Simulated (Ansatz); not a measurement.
Relaxation of ClGaH3PSeTe (8 atoms, charge 0, multiplicity 1), to a largest force component of 0.015 eV/Å in at most 40 steps.

Computed with Ansatz, RKS revPBE-D4/def2-SVP.

```xyz
8
Properties=species:S:1:pos:R:3
Cl -0.092 -2.394 1.577
Ga 1.129 -0.843 0.436
Se 1.383 -0.233 1.243
P 0.563 0.629 -1.924
Te -1.821 -0.260 -1.659
H 0.458 0.964 1.472
H 0.231 1.869 -1.230
H -1.760 0.211 0.029
```

Question: Where does it end, and by what steps?

Answer: It converged. After 25 steps the energy has fallen by 108.323 eV; Cl1 moved furthest, 1.49 Å. The start is strongly strained (largest force component 353 eV/Å), so its close contacts needn't be bonds. Parted: Cl1–Se3.

```tsv
step	energy less start (eV)	largest force component (eV/Å)	accepted
0	0.0000	353.391	yes
1	-84.2609	67.807	yes
2	-96.6674	33.799	yes
3	-104.3733	11.058	yes
4	-106.8332	2.010	yes
5	-107.4883	0.954	yes
6	-107.7761	1.017	yes
7	-107.9784	0.342	yes
8	-108.0585	0.235	yes
9	-108.1017	0.451	yes
10	-108.1775	0.316	yes
11	-108.2305	0.266	yes
12	-108.2756	0.272	yes
13	-108.2835	0.071	yes
14	-108.2901	0.162	yes
15	-108.2945	0.092	yes
16	-108.3028	0.099	yes
17	-108.3088	0.222	yes
18	-108.3132	0.251	yes
19	-108.3173	0.104	yes
20	-108.3217	0.091	yes
21	-108.3140	0.252	no
22	-108.3227	0.037	yes
23	-108.3226	0.060	no
24	-108.3232	0.017	yes
25	-108.3232	0.014	yes
```

```xyz
8
Properties=species:S:1:pos:R:3
Cl 0.669 -3.084 0.497
Ga 0.660 -0.920 0.248
Se 0.889 0.310 2.242
P 0.364 -0.068 -1.906
Te -2.110 -0.023 -1.250
H 0.879 1.589 1.481
H 0.627 1.306 -1.555
H -1.886 0.833 0.188
```

The run took 60 s on 2 threads of Intel(R) Xeon(R) 6975P-C (Granite Rapids), with other jobs on the host, peak memory 0.39 GiB.
